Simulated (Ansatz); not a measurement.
Conformers of `O[SiH2]C[SiH2]O`, each relaxed with PBE0-D4/def2-TZVP in Ansatz. CBS adds the triple-zeta coupled-cluster correction to the MP2 limit.

Not all of them had a frequency check.

Conformer A:

```xyz
13

O    -0.534   -0.476   -1.732
Si    0.970   -0.106   -1.119
C     0.654    0.755    0.491
Si   -0.687   -0.062    1.516
O    -2.099   -0.104    0.678
H    -0.578   -0.907   -2.586
H     1.751   -1.356   -0.909
H     1.709    0.740   -2.097
H     0.368    1.795    0.302
H     1.587    0.769    1.067
H    -0.951    0.700    2.762
H    -0.212   -1.428    1.883
H    -1.980   -0.322   -0.254
```

Conformer B:

Z-matrix (Å, degrees):
```
Si
C 1 1.867
O 1 1.651 2 112.1
H 1 1.482 2 109.9 3 -116.3
H 1 1.491 2 109.6 3 123.1
Si 2 1.867 1 113.9 3 42.6
H 2 1.096 1 109.7 3 -80.7
H 2 1.097 1 107.6 3 163.2
H 3 0.957 1 118.3 2 67.5
O 6 1.651 2 112.8 1 164.3
H 6 1.490 2 108.4 1 -73.4
H 6 1.482 2 110.5 1 47.3
H 10 0.958 6 117.8 2 67.1
```

(1) Which is lowest in electronic energy at CCSD(T)/CBS (frozen core, def2 sets), and by how much? (Estimate.)

(2) Give the energies relative to A (kJ/mol) with r2SCAN-D4/def2-TZVPP, r2SCAN/def2-TZVPP, PBE0/def2-TZVPP, B3LYP/def2-TZVPP, SCS-MP2/def2-QZVPP, HF/CBS(def2), CCSD/CBS(def2). (Estimate.)

Results:

(1) Ansatz gave: A; B lies 15.1 kJ/mol higher.

(2) Ansatz gave: 
```
               level     B
r2SCAN-D4/def2-TZVPP  16.3
   r2SCAN/def2-TZVPP  15.9
     PBE0/def2-TZVPP  14.7
    B3LYP/def2-TZVPP  13.5
  SCS-MP2/def2-QZVPP  13.8
        HF/CBS(def2)  10.2
      CCSD/CBS(def2)  14.3
```

B3LYP here is the variant with VWN-RPA as its local correlation; programs differ in this.
